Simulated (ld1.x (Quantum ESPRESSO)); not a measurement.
# Tl, TM semilocal: configuration errors across variants

ld1.x (Quantum ESPRESSO) 7.5 input, shortened:

```
&input
   title='Tl', zed=81., rel=1, dft='PBE', iswitch=3,
   config='[Xe] 4f14 5d10 6s2 6p1'
 /
 &inputp
   pseudotype=1, tm=.true., lloc=1,
   nlcc=.false.
 /
2
6S  1  0   2.00   0.00  2.10  2.10  0.0
6P  2  1   1.00   0.00  2.50  2.50  0.0
 &test
   configts(1)='6s2 6p1'
 /
```

All-electron excitation energies from the reference (eV): (1) 6s2 6p0 5.167; (2) 6s1 6p0 25.947; (3) 6s2 6p0.5 1.853; (4) 6s2 6p1.3 -0.494; (5) 6s0 6p3 15.210; (6) 6s1 6p2 7.403; (7) 6s1 6p1 13.444.

In the semilocal form every listed channel keeps its own potential, so the choice of the local channel does not act on these tests. It acts once the file is put into the separable form.

A semilocal file is local in each channel, so a ghost entry of none says nothing of the separable form that plane-wave codes build from it.

2 further variants failed, have other tests or too few solved ones, and are left out.

Errors AE − PS in meV (a dash: test not solved or not reliable):

```csv
change,(1),(2),(3),(4),(5),(6),(7),bound ghosts
base,+48,+106,+8.7,+2.1,+190,+35,-7.9,none
"type ultrasoft, which also changes the form from semilocal to separable; waves now 6s (bound): rcut 1.85, rcutus 2.10 bohr; 6s channel at 0.4 Ry: rcut 1.85, rcutus 2.10 bohr; 6p (bound): rcut 2.15, rcutus 2.50 bohr; 6p channel at 0.4 Ry: rcut 2.15, rcutus 2.50 bohr; local potential all-electron potential smoothed inside 2.30 bohr (lloc = -1); augmentation built from norm-conserving waves at rcut, not smoothed further",+47,+98,+8.6,+2.1,+199,+36,-11,none
wave 6s (bound): rc 2.10 bohr becomes 6s (bound): rc 2.60 bohr,+48,+102,+8.9,+2.1,+167,+28,-15,none
wave 6p (bound): rc 2.50 bohr becomes 6p (bound): rc 1.94 bohr,+53,+102,+9.9,+2.3,+402,+72,+18,none
wave 6s (bound): rc 2.10 bohr becomes 6s (bound): rc 3.14 bohr,+51,+85,+9.1,+2.2,+76,-3.4,-43,none
"all radii scaled by about 0.93 (s 1.96, p 2.34 bohr)",+48,+106,+8.7,+2.1,+189,+35,-7.5,none
core correction a·sin(br)/r model core inside 2.40 bohr,-30,-378,-5.4,-0.4,-150,-41,-123,none
```

Problem. Give the same row for: all radii scaled by about 1.31 (s 2.74, p 3.28 bohr).

Solution. +47, +91, +8.8, +2.2, +156, +27, -14; bound ghosts: none.
